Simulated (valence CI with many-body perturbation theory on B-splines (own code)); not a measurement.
**Bi69+ in brief**

Computed by valence CI with perturbative core correlation (CI+MBPT): four valence electrons over a frozen Dirac-Fock core [Ne], radial functions for each j: 11 s, 11 p, 10 d, 8 f, 5 g, 2 h, with the one-electron correlation potential Σ1 (screened to all orders), the two-electron term Σ2, the three-electron term Σ3, Breit, model QED; selected single and double excitations, second order for the rest, scaled by the run's own slope (own B-spline code, finite nucleus).

No measured spectrum was set against this ion. As an estimate, large intervals hold to a few tenths of a per cent, small ones and those within an open d or f shell to about a per cent. Among the levels kept, up to 580 cm⁻¹ of a level comes from second order outside the variational space, and about a tenth of that is noise between levels of different J, which matters for small intervals.

Levels are named by their leading jj configuration (3d3/2^4 stands for four electrons in 3d with j = 3/2), which in mixed levels can hold well under half, so a name can repeat and another be missing.

Rates and lifetimes use the calculated energies. Strong lines usually hold to 10 to 20 %, long lifetimes can be off by a factor of two.

Problem. What is the ground level?

Solution. (3s^2 3p1/2^2) J=0, composition 68 % 3s²3p² ³P + 32 % 3s²3p² ¹S.

Problem. What is the ionisation energy?

Solution. 8784.6 eV; NIST lists 8780 ± 50 eV (theoretical).

Problem. Name the longest-lived excited levels whose lifetime is computed, and their main decay.

Solution. (3s^2 3p1/2 3p3/2) J=2 at 623.2 eV lives 24.0 ns, mostly by E2 to (3s^2 3p1/2^2) J=0; (3s^2 3p1/2 3p3/2) J=1 at 612.7 eV lives 708 ps, mostly by M1 to (3s^2 3p1/2^2) J=0.

Problem. How well does LS coupling describe the low levels?

Solution. Among the lowest 20 levels the leading LS term, summed over configurations, holds 58 % on average. For single configurations the figures are 55 % in LS and 93 % in jj coupling. Terms mix most in the J = 2 level at 1249.4 eV, where the leading one holds 26 %.

Problem. Where does the other parity begin?

Solution. At (3s 3p1/2^2 3p3/2) J=2, 817.3 eV.
